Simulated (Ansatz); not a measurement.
Conformers of `C[O][Sn]([CH3])([SH])[Cl]`, each relaxed with PBE0-D4/def2-TZVP in Ansatz. CBS adds the triple-zeta coupled-cluster correction to the MP2 limit.

Elements past krypton have def2 core potentials. Outer-core shells of Sn are correlated without core-valence functions. Spin–orbit coupling is left out.

Not all of them had a frequency check.

Conformer A:

Z-matrix (Å, degrees):
```
C
O 1 1.409
H 1 1.096 2 112.4
H 1 1.098 2 112.2 3 -122.3
H 1 1.093 2 107.8 3 119.1
Sn 2 1.954 1 120.9 3 54.8
S 6 2.376 2 103.1 1 -161.2
C 6 2.121 2 114.6 1 73.0
Cl 6 2.339 2 104.5 1 -44.5
H 7 1.345 6 90.7 2 26.5
H 8 1.089 6 109.2 2 59.3
H 8 1.089 6 109.0 2 179.6
H 8 1.089 6 108.6 2 -60.9
```

Conformer B:

Z-matrix (Å, degrees):
```
C
O 1 1.410
H 1 1.096 2 111.8
H 1 1.097 2 112.3 3 -122.0
H 1 1.093 2 107.9 3 118.9
Sn 2 1.951 1 120.8 3 67.1
S 6 2.392 2 109.3 1 54.0
C 6 2.115 2 106.6 1 -176.8
Cl 6 2.329 2 107.1 1 -57.3
H 7 1.345 6 92.2 2 65.0
H 8 1.089 6 109.1 2 -61.1
H 8 1.089 6 108.3 2 58.5
H 8 1.089 6 109.2 2 178.5
```

**Question.** Which is lowest in electronic energy at CCSD(T)/CBS (frozen core, def2 sets), and by how much? (Estimate.)

**Answer.** The calculation gave: B; A lies 4.0 kJ/mol higher.

**Question.** Give the energies relative to B (kJ/mol) with PBE-D4/def2-TZVPP, PBE0-D4/def2-TZVPP, ωB97M-V/def2-TZVPP, B2PLYP/def2-TZVPP, r2SCAN/def2-TZVPP, B3LYP/def2-TZVPP, HF/def2-TZVPP. (An estimate is asked.)

**Answer.** Computed: 
```csv
level,A
PBE-D4/def2-TZVPP,4.1
PBE0-D4/def2-TZVPP,3.8
ωB97M-V/def2-TZVPP,3.9
B2PLYP/def2-TZVPP,4.1
r2SCAN/def2-TZVPP,3.8
B3LYP/def2-TZVPP,3.8
HF/def2-TZVPP,3.9
```

B3LYP here is the variant with VWN-RPA as its local correlation; programs differ in this.
